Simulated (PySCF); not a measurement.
Input file for PySCF: D3(BJ) and D4 dispersion corrections on C3H8O2 (SMILES COCOC), a point of a torsion scan.

```python
from pyscf import gto
from pyscf.dispersion import dftd3, dftd4

mol = gto.M(
    atom='''
    C     2.09476838    0.42222915   -0.10859596
    O     1.39712089   -0.62407576    0.53651574
    C     0.01774245   -0.45858052    0.68369803
    O    -0.43268125    0.74990790    0.14872589
    C    -1.81740149    0.92554151    0.29498163
    H     2.00164425    1.36384827    0.43886047
    H     1.73991087    0.56981583   -1.13197658
    H     3.13437393    0.10126922   -0.11957653
    H    -0.48977540   -1.30895988    0.18222756
    H    -0.22481752   -0.50927881    1.76570223
    H    -2.10688821    0.93050330    1.35295332
    H    -2.37416736    0.13222554   -0.21861799
    H    -2.05218331    1.88793046   -0.15395481
    ''',
    basis='def2-svp',
    charge=0, spin=0, verbose=0, max_memory=1800)
d3, d4 = {}, {}
for xc in ['hf', 'pbe', 'blyp', 'revpbe', 'tpss', 'r2scan', 'b3lyp', 'pbe0', 'bhlyp', 'camb3lyp', 'b2plyp']:
    d3[xc] = float(dftd3.DFTD3Dispersion(mol, xc=xc, version='d3bj', atm=False).get_dispersion()['energy'])
    print(f'D3(BJ) {xc:10s} {d3[xc]:14.8f} Eh')
for xc in ['hf', 'pbe', 'blyp', 'revpbe', 'tpss', 'r2scan', 'b3lyp', 'pbe0', 'bhlyp', 'camb3lyp', 'b2plyp']:
    d4[xc] = float(dftd4.DFTD4Dispersion(mol, xc={'camb3lyp': 'cam-b3lyp'}.get(xc, xc), atm=True).get_dispersion()['energy'])
    print(f'D4     {xc:10s} {d4[xc]:14.8f} Eh')
```

The log:

```
D3(BJ) hf            -0.06116550 Eh
D3(BJ) pbe           -0.00762310 Eh
D3(BJ) blyp          -0.01540938 Eh
D3(BJ) revpbe        -0.01996905 Eh
D3(BJ) tpss          -0.00932075 Eh
D3(BJ) r2scan        -0.00216748 Eh
D3(BJ) b3lyp         -0.01248235 Eh
D3(BJ) pbe0          -0.00636554 Eh
D3(BJ) bhlyp         -0.00931183 Eh
D3(BJ) camb3lyp      -0.00541683 Eh
D3(BJ) b2plyp        -0.00550993 Eh
D4     hf            -0.02870270 Eh
D4     pbe           -0.00728949 Eh
D4     blyp          -0.01641294 Eh
D4     revpbe        -0.02676005 Eh
D4     tpss          -0.00985386 Eh
D4     r2scan        -0.00193245 Eh
D4     b3lyp         -0.01149624 Eh
D4     pbe0          -0.00608255 Eh
D4     bhlyp         -0.00763392 Eh
D4     camb3lyp      -0.00601080 Eh
D4     b2plyp        -0.00508921 Eh
```

The run finished.

Cost: roughly 0.020 core-seconds.
